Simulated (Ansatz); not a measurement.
Ansatz (a program for electronic structure) input (CCSD(T)/aug-cc-pV(D+d)Z):
A basis named .json is the Basis Set Exchange file of that set.

Ansatz 0.2 input:
```yaml
crystal:
  periodic: [false, false, false]
  atoms:
    - {symbol: C, position_ang: [-2.19894277, 0.79671908, 0.25294142]}
    - {symbol: C, position_ang: [-0.96930230, -0.00985773, -0.09895123]}
    - {symbol: C, position_ang: [0.16915702, 0.16011881, 0.80683407]}
    - {symbol: C, position_ang: [1.53739207, -0.09792515, 0.36657096]}
    - {symbol: Cl, position_ang: [2.19660617, 1.38987553, -0.54174872]}
    - {symbol: Cl, position_ang: [-1.42487538, -1.83624091, -0.07556737]}
    - {symbol: H, position_ang: [-1.96194778, 1.86047155, 0.17454504]}
    - {symbol: H, position_ang: [-3.02077105, 0.57109197, -0.42432415]}
    - {symbol: H, position_ang: [-2.52082124, 0.58657706, 1.27324215]}
    - {symbol: H, position_ang: [-0.67443671, 0.13796226, -1.13595761]}
    - {symbol: H, position_ang: [-0.01320023, 0.49840168, 1.81877822]}
    - {symbol: H, position_ang: [1.60664747, -0.90529586, -0.35782542]}
    - {symbol: H, position_ang: [2.23528181, -0.25532730, 1.18154382]}
basis:
  gaussian:
    orbitals: aug-cc-pV_D+d_Z.json
magnetization: {spin_polarized: true, initial_magnetization: 1}
correlation: {method: ccsd_t, electrons: outside_noble_gas}
output: {forces: true}
```

End of the output:

```
cycle   4  -25.54254782 eV  change   -1.3e-3 eV  update   6.0e-3
cycle   5  -25.54149407 eV  change    1.1e-3 eV  update   3.1e-3
cycle   6  -25.54188364 eV  change   -3.9e-4 eV  update   1.2e-3
cycle   7  -25.54208027 eV  change   -2.0e-4 eV  update   5.7e-4
cycle   8  -25.54215601 eV  change   -7.6e-5 eV  update   2.5e-4
cycle   9  -25.54212823 eV  change    2.8e-5 eV  update   1.1e-4
cycle  10  -25.54207616 eV  change    5.2e-5 eV  update   4.9e-5
cycle  11  -25.54209795 eV  change   -2.2e-5 eV  update   2.3e-5
cycle  12  -25.54210659 eV  change   -8.6e-6 eV  update   1.1e-5
cycle  13  -25.54211276 eV  change   -6.2e-6 eV  update   5.0e-6
cycle  14  -25.54211390 eV  change   -1.1e-6 eV  update   2.3e-6
cycle  15  -25.54211256 eV  change    1.3e-6 eV  update   8.9e-7
perturbative correction -0.91329522 eV, -0.0335629804 hartree
the calculation of the forces begins
1.26 GiB of device memory are held for the factors and their scratch space
Total energy: -29266.37406461 eV, -1075.5194094136 hartree
Atom 0 at    -2.198943     0.796719     0.252941 Å, force     0.009723     0.005087     0.021395 eV/Å
Atom 1 at    -0.969302    -0.009858    -0.098951 Å, force    -0.293591    -0.471656    -0.154283 eV/Å
Atom 2 at     0.169157     0.160119     0.806834 Å, force    -0.111078     0.110332     0.264272 eV/Å
Atom 3 at     1.537392    -0.097925     0.366571 Å, force     0.413067     0.292985    -0.315073 eV/Å
Atom 4 at     2.196606     1.389876    -0.541749 Å, force    -0.038841    -0.010044     0.015089 eV/Å
Atom 5 at    -1.424875    -1.836241    -0.075567 Å, force     0.001843     0.060299     0.022836 eV/Å
Atom 6 at    -1.961948     1.860472     0.174545 Å, force     0.111568     0.458513    -0.041064 eV/Å
Atom 7 at    -3.020771     0.571092    -0.424324 Å, force    -0.363252    -0.115041    -0.309401 eV/Å
Atom 8 at    -2.520821     0.586577     1.273242 Å, force    -0.131074    -0.117024     0.461299 eV/Å
Atom 9 at    -0.674437     0.137962    -1.135958 Å, force     0.152208     0.087083    -0.498114 eV/Å
Atom 10 at    -0.013200     0.498402     1.818778 Å, force    -0.083179     0.160737     0.486084 eV/Å
Atom 11 at     1.606647    -0.905296    -0.357825 Å, force     0.012236    -0.392643    -0.350973 eV/Å
Atom 12 at     2.235282    -0.255327     1.181544 Å, force     0.320370    -0.068628     0.397934 eV/Å
Dipole moment:    -0.102176     0.128789     0.217416 e Å
```

It need not be the lowest isomer of its formula.
